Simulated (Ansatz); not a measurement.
Consider the hydrogenolysis of the Si–C bond: `NC(=O)[SiH2]F` + H₂ → `F[SiH3]` + `NC=O`.

Gas-phase electronic energies from Ansatz, PBE0-D4/def2-TZVP geometries. CBS: MP2 limit from def2 TZ/QZ plus the TZ coupled-cluster correction, frozen cores. This one scheme is used for every species. DFT in def2-TZVPP. HSE06 is defined as in plane-wave codes. One conformer a species, not always the lowest.

```
             level  ΔE (kJ/mol)  difference from CCSD(T)/CBS
       LDA (SPW92)        -18.3                          9.6
            PBE-D4        -19.0                          8.9
            B97M-V        -32.8                         -4.9
        r2SCAN0-D4        -29.5                         -1.6
          HSE06-D4        -27.8                          0.1
          BHLYP-D4        -35.8                         -7.9
      CAM-B3LYP-D4        -31.1                         -3.2
              PBE0        -33.2                         -5.3
           r2SCAN0        -31.4                         -3.5
         CAM-B3LYP        -36.8                         -8.9
           LC-ωPBE        -34.2                         -6.3
RPA@PBE/def2-TZVPP        -32.9                         -5.0
       HF/def2-SVP        -62.9                        -35.0
      MP2/def2-SVP        -35.4                         -7.5
   CCSD/def2-TZVPP        -37.7                         -9.8
      HF/CBS(def2)        -60.7                        -32.8
       CCSD(T)/CBS        -27.9                            0
```

Task: What do rigid-rotor, harmonic-oscillator terms from PBE0-D4/def2-TZVP frequencies (298.15 K, 1 bar) make of the CCSD(T)/CBS value? (Estimate.)

Result: Ansatz gave: ΔZPE = +17.4 kJ/mol, ΔH = -15.3 kJ/mol, ΔS = 33 J/(mol·K), ΔG = -25.0 kJ/mol.

Largest T1 diagnostic among the species: 0.016.

Leaving LDA and LC-ωPBE aside and taking each functional with its dispersion term where it has one, the values, not all of them listed here, spread over 20.9 kJ/mol, from BHLYP-D4 to revPBE-D4. LDA lies +7.0 kJ/mol from PBE without D4. In def2-TZVPP, CCSD(T) changes the Hartree–Fock value by +28.8 kJ/mol (the triples alone add +6.3 kJ/mol) and MP2 by +32.0 kJ/mol.
